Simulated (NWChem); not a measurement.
System: C$_{2}$H$_{3}$ClO$_{2}$Si; SMILES [Si@@H]1(Cl)CC(=O)O1

The following NWChem deck was run.

```
start job
memory heap 200 mb stack 900 mb global 1100 mb
geometry units angstroms noautosym nocenter noautoz
  O      0.427938     2.752229    -0.517734
  C      0.114328     1.651391    -0.160506
  C     -1.224534     0.880717    -0.262783
  Si    -0.264087    -0.466525     0.629781
  Cl     0.203050    -2.162069    -0.444203
  O      0.960812     0.758523     0.498949
  H     -1.526160     0.689918    -1.311264
  H     -2.051578     1.399069     0.261114
  H     -0.541368    -0.849483     2.042451
end
basis spherical
  * library 6-31g*
end
dft
  xc xpbe96 cpbe96
  iterations 150
end
cosmo
  do_cosmo_smd true
  solvent dmf
end
task dft energy
```

NWChem printed, in part:

```
             Northwest Computational Chemistry Package (NWChem) 7.3.0
             --------------------------------------------------------

                             Geometry "geometry" -> ""
                             -------------------------

 Output coordinates in angstroms (scale by  1.889725989 to convert to a.u.)

  No.       Tag          Charge          X              Y              Z
 ---- ---------------- ---------- -------------- -------------- --------------
    1 O                    8.0000     0.42793800     2.75222900    -0.51773400
    2 C                    6.0000     0.11432800     1.65139100    -0.16050600
    3 C                    6.0000    -1.22453400     0.88071700    -0.26278300
    4 Si                  14.0000    -0.26408700    -0.46652500     0.62978100
    5 Cl                  17.0000     0.20305000    -2.16206900    -0.44420300
    6 O                    8.0000     0.96081200     0.75852300     0.49894900
    7 H                    1.0000    -1.52616000     0.68991800    -1.31126400
    8 H                    1.0000    -2.05157800     1.39906900     0.26111400
    9 H                    1.0000    -0.54136800    -0.84948300     2.04245100

 Effective nuclear repulsion energy (a.u.)     348.1097484502

  pbe96 is a nonlocal functional; adding pw91lda local functional.

                                 NWChem DFT Module
                                 -----------------

 Summary of "ao basis" -> "ao basis" (spherical)
 ------------------------------------------------------------------------------
       Tag                 Description            Shells   Functions and Types
 ---------------- ------------------------------  ------  ---------------------
 O                           6-31g*                  6       14   3s2p1d
 C                           6-31g*                  6       14   3s2p1d
 Si                          6-31g*                  8       18   4s3p1d
 Cl                          6-31g*                  8       18   4s3p1d
 H                           6-31g*                  2        2   2s

 in cosmo_initialize ...
 calling solv_data for solv:dmf

 solvent parameters
 solvname_short: dmf
 solvname_long:  N,N-dimethylformamide
 dielec:       37.2190
 dielecinf:     2.0463
 nonaqueous SMD model solvent descriptors
 dielec:       37.2190
 sola:          0.0000
 solb:          0.7400
 solc:          0.0000
 solg:         49.5600
 solh:          0.0000
 soln:          1.4305

          ---------------
          -cosmo- solvent
          ---------------
 Cosmo: York-Karplus, doi: 10.1021/jp992097l
 dielectric constant -eps-     =  37.22
 screen = (eps-1)/(eps    )    =   0.97313
 surface charge correction     = lagrangian

   van der Waals surface
 --------------------------

[...]

                                COSMO-SMD solvation results
                                ---------------------------

             internal energy in gas <Psi(g)|H|Psi(g)> =      -977.609354712965
         internal energy in solvent <Psi(s)|H|Psi(s)> =      -977.607854757453
                               delta internal energy  =         0.001499955512 (    0.94 kcal/mol)
   total free energy in solvent <Psi(s)|H+V/2|Psi(s)> =      -977.617890945353
 polarization energy contribution <Psi(s)|V/2|Psi(s)> =        -0.010036187900 (   -6.30 kcal/mol)
    total free energy in solvent including G(SMD-CDS) =      -977.621324185071
                       G(SMD-CDS) energy contribution =        -0.003433239718 (   -2.15 kcal/mol)
     1 M fixed-concentration free energy of solvation =        -0.011969472106 (   -7.51 kcal/mol)

                       DFT Final Molecular Orbital Analysis
                       ------------------------------------

 Vector   29  Occ=2.000000D+00  E=-2.840988D-01
              MO Center=  4.8D-01,  9.6D-01,  4.9D-03, r^2= 3.6D+00
   Bfn.  Coefficient  Atom+Function         Bfn.  Coefficient  Atom+Function
  ----- ------------  ---------------      ----- ------------  ---------------
     5      0.326739  1 O  pz                83     -0.327590  6 O  pz
    81      0.279047  6 O  px                68     -0.247216  5 Cl py
    87     -0.239986  6 O  pz                 9      0.221336  1 O  pz
    85      0.199086  6 O  px                72     -0.145674  5 Cl py
     4      0.124285  1 O  py                82     -0.123270  6 O  py

 Vector   30  Occ=2.000000D+00  E=-2.775166D-01
              MO Center= -5.4D-02,  1.9D-01,  1.7D-01, r^2= 4.1D+00
   Bfn.  Coefficient  Atom+Function         Bfn.  Coefficient  Atom+Function
  ----- ------------  ---------------      ----- ------------  ---------------
    83      0.267937  6 O  pz                69      0.259503  5 Cl pz
    81      0.219481  6 O  px                67      0.206156  5 Cl px
    87      0.196479  6 O  pz                98     -0.190740  9 H  s
    32     -0.187967  3 C  py                34      0.183461  3 C  s
    31      0.175087  3 C  px                85      0.152222  6 O  px

 Vector   31  Occ=2.000000D+00  E=-2.329686D-01
              MO Center=  1.6D-01,  1.9D+00, -3.1D-01, r^2= 2.8D+00
   Bfn.  Coefficient  Atom+Function         Bfn.  Coefficient  Atom+Function
  ----- ------------  ---------------      ----- ------------  ---------------
     3      0.514255  1 O  px                 7      0.349694  1 O  px
    32      0.204868  3 C  py                 5      0.190176  1 O  pz
    82     -0.150401  6 O  py                34      0.145763  3 C  s
    31      0.143894  3 C  px                49      0.142453  4 Si px
    84     -0.138976  6 O  s                 36      0.130591  3 C  py

 Vector   32  Occ=0.000000D+00  E=-3.640020D-02
              MO Center=  6.0D-02,  1.7D+00, -2.1D-01, r^2= 2.0D+00
   Bfn.  Coefficient  Atom+Function         Bfn.  Coefficient  Atom+Function
  ----- ------------  ---------------      ----- ------------  ---------------
    19      0.493216  2 C  pz                23      0.410789  2 C  pz
     5     -0.342534  1 O  pz                 9     -0.338554  1 O  pz
    96     -0.333598  8 H  s                 94      0.324563  7 H  s
    83     -0.233293  6 O  pz                18      0.209246  2 C  py
    87     -0.209130  6 O  pz                37      0.169833  3 C  pz

 Vector   33  Occ=0.000000D+00  E=-2.227795D-02
              MO Center= -4.9D-01, -5.9D-01,  6.1D-01, r^2= 3.7D+00
   Bfn.  Coefficient  Atom+Function         Bfn.  Coefficient  Atom+Function
  ----- ------------  ---------------      ----- ------------  ---------------
    53      0.755456  4 Si px                49      0.459193  4 Si px
    84     -0.349490  6 O  s                 54      0.337880  4 Si py
    34      0.315722  3 C  s                 52     -0.307209  4 Si s
    36     -0.265357  3 C  py                71     -0.263752  5 Cl px
    55      0.234075  4 Si pz                67     -0.224443  5 Cl px

 Vector   34  Occ=0.000000D+00  E=-1.352587D-02
              MO Center=  5.1D-02, -9.4D-01,  4.3D-01, r^2= 3.8D+00
   Bfn.  Coefficient  Atom+Function         Bfn.  Coefficient  Atom+Function
  ----- ------------  ---------------      ----- ------------  ---------------
    52      0.781788  4 Si s                 70     -0.664845  5 Cl s
    54     -0.631374  4 Si py                72     -0.499103  5 Cl py
    48      0.460754  4 Si s                 50     -0.407437  4 Si py
    53      0.402409  4 Si px                73     -0.340515  5 Cl pz
    98     -0.327743  9 H  s                 68     -0.296751  5 Cl py

     Multipole analysis of the density
     ---------------------------------

     L   x y z        total         alpha         beta         nuclear
     -   - - -        -----         -----         ----         -------
     0   0 0 0     -0.000000    -31.000000    -31.000000     62.000000

     1   1 0 0     -1.417673     -0.788479     -0.788479      0.159285
     1   0 1 0     -0.685537     -1.506504     -1.506504      2.327472
     1   0 0 1      0.460104      0.638450      0.638450     -0.816796

     2   2 0 0    -34.484156    -64.441108    -64.441108     94.398060
     2   1 1 0     -3.023007     -2.784606     -2.784606      2.546205
     2   1 0 1     -0.272849     -0.817335     -0.817335      1.361822
     2   0 2 0    -43.594679   -328.706679   -328.706679    613.818679
     2   0 1 1      0.449393      2.745113      2.745113     -5.040833
     2   0 0 2    -33.693419    -51.791727    -51.791727     69.890035
```

Level: PBE/6-31G* (spherical d), SMD on the gas-phase geometry. Geometry: optimised at PBE-D3(BJ)/def2-SVP. Solvent: N,N-dimethylformamide.
